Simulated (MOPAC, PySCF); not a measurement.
C9H6BNS, SMILES `Bc1cc2c(C#N)cccc2s1`, neutral singlet in the gas phase. 

Cartesian coordinates (Å):
SMILES: Bc1cc2c(C#N)cccc2s1
```xyz
18

B      3.6809    -0.6248    -0.0480
C      2.1522    -0.5670    -0.0426
C      1.3448     0.5587     0.0410
C     -0.0465     0.2695     0.0201
C     -1.1560     1.1618     0.0863
C     -0.9234     2.5669     0.1899
N     -0.7141     3.7108     0.2743
C     -2.4544     0.6478     0.0487
C     -2.6716    -0.7394    -0.0534
C     -1.6100    -1.6359    -0.1199
C     -0.3010    -1.1299    -0.0830
S      1.1789    -2.0270    -0.1498
H      4.2624    -1.6790    -0.1267
H      4.2956     0.4108     0.0282
H      1.7525     1.5698     0.1154
H     -3.3024     1.3342     0.0995
H     -3.6973    -1.1164    -0.0809
H     -1.7905    -2.7110    -0.1991
```
Charge 0, multiplicity 1.

All levels are single points at this geometry (r2SCAN-D4/def2-SVP); Pople sets use spherical d functions. Orbital energies aren't observables, and empty levels follow the basis.

```tsv
level	HOMO (eV)	LUMO (eV)	gap (eV)	dipole (D)	vertical IE, Delta-SCF (eV)
PBE-D3(BJ)/def2-TZVP in PySCF	-6.21	-3.66	2.55	4.37	8.50
r2SCAN-D4/def2-TZVP in PySCF	-6.37	-3.54	2.83	4.37	8.56
B3LYP/6-31G* in PySCF	-6.65	-2.74	3.91	4.15	8.42
BP86/6-31G* in PySCF	-6.08	-3.46	2.61	4.20	–
PBE/6-31G* in PySCF	-5.98	-3.37	2.61	4.17	8.32
HF/3-21G in PySCF	-8.84	0.52	9.36	3.71	–
AM1 in MOPAC	-8.87	-1.18	7.69	3.02	–
PM6 in MOPAC	-9.02	-1.68	7.35	3.43	–
PM7 in MOPAC	-8.90	-1.78	7.12	3.60	–
```
